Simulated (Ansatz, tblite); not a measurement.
Removing and adding an electron: Al2Cu6. The state is a singlet with charge 0. Geometry: r2SCAN-D4/def2-SVP. Ansatz, gas phase; energy differences of separate SCF runs; the oxidised species was run as a doublet alone; the reduced species was run as a doublet alone.

Cartesian coordinates in Å:
```
Al -1.407 -0.353 -0.320
Al 0.560 0.032 1.988
Cu -0.291 -1.883 -1.730
Cu -0.040 1.619 0.043
Cu 0.372 2.326 2.228
Cu 0.089 -1.940 0.674
Cu -0.410 0.510 -2.250
Cu 1.127 -0.312 -0.632
```

The xTB rows come from tblite. The structure comes from a short search, and lower isomers may exist.

| level | −HOMO (eV) | vertical IE (eV) | −LUMO (eV) | vertical EA (eV) | HOMO–LUMO gap (eV) | IE − EA (eV) | remarks |
| --- | --- | --- | --- | --- | --- | --- | --- |
| GFN1-xTB | 10.55 | 12.64 | 9.12 | 6.96 | 1.43 | 5.68 | – |
| GFN2-xTB | 7.36 | 9.45 | 6.04 | 4.02 | 1.32 | 5.43 | – |
| PBE-D4/def2-SVP | 3.94 | 5.92 | 3.07 | 1.32 | 0.87 | 4.60 | HOMO above zero (-1 doublet) |
| PBE0-D4/def2-SVP | 4.37 | 5.72 | 2.28 | 1.11 | 2.09 | 4.61 | HOMO above zero (-1 doublet), restricted SCF unstable in HF (singlet) |

   A HOMO above zero means that the electron is unbound at that level or that self-interaction error raises the level; the energy of removing that electron tells which. Raw xTB energy differences between charge states are shifted by several eV; the methods need an empirical correction for them. Sets without diffuse functions give affinities that are too small.
